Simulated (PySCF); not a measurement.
CH6OSi2.
Geometry (PBE0-D3(BJ)/def2-SVP, Å), atoms numbered from 1 in this order:
```xyz
10
CH6OSi2 angstrom
O     -1.8156    1.1302    0.9419
C     -1.8700    0.1549    0.2385
Si    -0.2935   -0.7385   -0.4656
Si     1.6073    0.4823    0.1839
H     -2.8716   -0.2845   -0.0365
H     -0.4596   -0.8343   -1.9513
H     -0.3075   -2.1365    0.0726
H      2.5554   -0.3987    0.9312
H      1.1707    1.6066    1.0621
H      2.3021    1.0278   -1.0217
```

The closed-shell ground state was solved at several levels (PySCF, density fitting, gas phase, non-relativistic).

| level | basis functions | total energy (Eh) | HOMO (eV) | LUMO (eV) | gap (eV) | dipole (D) |
| --- | --- | --- | --- | --- | --- | --- |
| PBE0/pcSseg-1 | 112 | -695.4749 | -7.11 | -1.57 | 5.54 | 1.99 |
| wB97X-D/pcSseg-2 | 242 | -695.9171 | -8.98 | 0.21 | 9.19 | 2.05 |

Task: What might CAM-B3LYP/def2-SVPD (139 basis functions) give for the same quantities?

Result: Total energy -695.5826 Eh, HOMO -8.55 eV, LUMO -0.48 eV, gap 8.07 eV, dipole 2.12 D.

Task: Over all these levels, which gives the widest orbital gap and which the narrowest?

Result: wB97X-D/pcSseg-2 (range-separated hybrid) has the widest, 9.19 eV, and PBE0/pcSseg-1 (global hybrid, 25 % exact exchange) the narrowest, 5.54 eV. Functional and basis both differ between the two, so the spread mixes both effects.

Task: How far do the dipole and the HOMO energy spread over the levels?

Result: The dipole runs from 1.99 to 2.12 D (mean 2.05 D) and the HOMO from -8.98 to -7.11 eV.

One conformer stands for the species.

wB97X-D is run here without its empirical dispersion term; that term would change no orbital, density or response property at a fixed geometry.
